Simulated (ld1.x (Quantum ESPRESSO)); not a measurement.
## What the settings do to the TM potential of Ga

Base potential:

gallium, norm-conserving Troullier–Martins (Kleinman–Bylander form), made with ld1.x (Quantum ESPRESSO) 7.5 (BLYP, scalar-relativistic). Core [Ar] 3d10, reference 4s2 4p1. Waves: 4s (bound): rc 2.00 bohr; 4p (bound): rc 2.00 bohr. Local part: the p channel. Core correction: none.

All-electron outer shells of the reference configuration (BLYP, scalar-relativistic, ld1.x):

```json
{"shell": "3p", "level (eV)": "-98.64", "outermost node (bohr)": "0.24", "outermost maximum (bohr)": "0.56"}
{"shell": "3d", "level (eV)": "-19.04", "outermost node (bohr)": "–", "outermost maximum (bohr)": "0.53"}
{"shell": "4s", "level (eV)": "-8.91", "outermost node (bohr)": "0.81", "outermost maximum (bohr)": "1.87"}
{"shell": "4p", "level (eV)": "-2.51", "outermost node (bohr)": "0.87", "outermost maximum (bohr)": "2.53"}
```

Cutoffs, loose and tight: the cutoffs (Ry, on a coarse ladder) from which the occupation-weighted sum of valence levels, in a spherical-Bessel basis at the reference potential, stays within 10 and 1 mRy of its value at 400 Ry. They do not see the model core or the augmentation charge, which bear on the density cutoff. Test errors are all-electron minus pseudo excitation energies from the reference, over the configurations 4s2 4p0; 4s1 4p0; 4s2 4p0.5; 4s1 4p1; 4s1 4p2; 4s0 4p3; 4s2 4p1.3. A dash means not determined; rows that change the core or the reference have their own tests.

A true bound ghost makes a file unfit for plane-wave use even where its test errors are small: the radial tests pick states by their node count and pass the ghost by.

| change | outcome | cutoff, loose | cutoff, tight | bound ghosts | largest test error (meV) |
| --- | --- | --- | --- | --- | --- |
| base | generated | 15 Ry | 35 Ry | s | +166 |
| all radii scaled by about 0.77 (s 1.54, p 1.54 bohr) | generated | 30 Ry | 55 Ry | s | +179 |
| all radii scaled by about 0.85 (s 1.70, p 1.70 bohr) | generated | 15 Ry | 40 Ry | s | +176 |
| all radii scaled by about 0.97 (s 1.94, p 1.94 bohr) | generated | 15 Ry | 35 Ry | s | +168 |
| all radii scaled by about 1.09 (s 2.18, p 2.18 bohr) | generated | 12 Ry | 30 Ry | none | +164 |
| all radii scaled by about 1.15 (s 2.30, p 2.30 bohr) | generated | 10 Ry | 30 Ry | none | +164 |

(1) What comes out with this change to the base: all radii scaled by about 1.26 (s 2.52, p 2.52 bohr)?

(2) What comes out with this change to the base: all radii scaled by about 1.35 (s 2.70, p 2.70 bohr)?

Results:

(1) outcome: generated; cutoff, loose: 10 Ry; cutoff, tight: 21 Ry; bound ghosts: none; largest test error (meV): +164.

(2) outcome: generated; cutoff, loose: 8 Ry; cutoff, tight: 18 Ry; bound ghosts: none; largest test error (meV): +162.

Reading the sweep of the scale of all radii (base = 1) (base included, trends over the rows without a ghost): The loose cutoff falls from 12 Ry at 1.09 to 8 Ry at 1.35. A larger radius leaves more room for a smooth pseudo-wave, so fewer plane waves are needed; a smaller one forces it to follow the all-electron wave where it bends sharply. The median size of the test errors (rows with all tests solved) falls from 21.6 meV at 1.09 to 14.4 meV at 1.35. This runs against the usual rule that a larger radius transfers worse; these runs do not show why. Bound ghosts are found at 0.77, 0.85, 0.97, 1.
